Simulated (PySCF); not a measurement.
Potential energy of CsAl along the bond

Set-up: PySCF, scalar-relativistic core potentials, basis sets Cs def2-SVP with ECP46, Al def2-SVP. Energies in eV from Cs + Al in their ground configurations at the same level. State: ³Π (triplet), unpaired electrons σ ↑, π ↑.

```csv
R (Å),UHF-CCSD,UHF-SCS-MP2,PBE0
3.202,,0.0408,-0.4442
3.351,-0.1823,-0.1151,-0.5745
3.500,-0.2687,-0.2050,-0.6454
3.611,-0.3029,-0.2406,-0.6697
3.723,-0.3180,-0.2561,-0.6758
3.835,-0.3192,-0.2570,-0.6680
3.984,-0.3060,-0.2434,-0.6425
4.170,-0.2762,-0.2154,-0.5952
4.393,-0.2339,-0.1816,-0.5274
4.691,,-0.1398,-0.4336
```

Q: Put a parabola through the three lowest points of the UHF-CCSD curve and estimate Re, k and ωe (reduced mass 22.43 u; 1 eV/Å² = 0.16022 mdyn/Å; ωe = 1302.8·√(k/μ) cm⁻¹).

A: Through R = 3.723, 3.835, 3.984 Å the second-order coefficient is 0.380 eV/Å², so Re ≈ 3.793 Å, k ≈ 0.122 mdyn/Å and ωe ≈ 96 cm⁻¹. A polynomial fit of higher order to the unrounded UHF-CCSD energies gives Re = 3.788 Å, k = 0.146 mdyn/Å, ωe = 105 cm⁻¹; anharmonicity and rounding make the difference.

The higher-order fit for each curve: UHF-CCSD: Re = 3.788 Å, ωe = 105 cm⁻¹, De = 0.320 eV; UHF-SCS-MP2: Re = 3.785 Å, ωe = 107 cm⁻¹, De = 0.258 eV; PBE0: Re = 3.711 Å, ωe = 117 cm⁻¹, De = 0.68 eV.

Correlated steps freeze 5 core orbitals. The bond is weak. Basis-set superposition, not corrected here, can be much of De in a small basis, most of all at correlated wavefunction levels. Functionals without a dispersion term scatter widely for such bonds, and LDA overbinds them. Spin–orbit coupling is left out, which matters for elements this heavy, above all for dissociation energies. The state was picked by a PBE0 search and need not be the measured ground state.
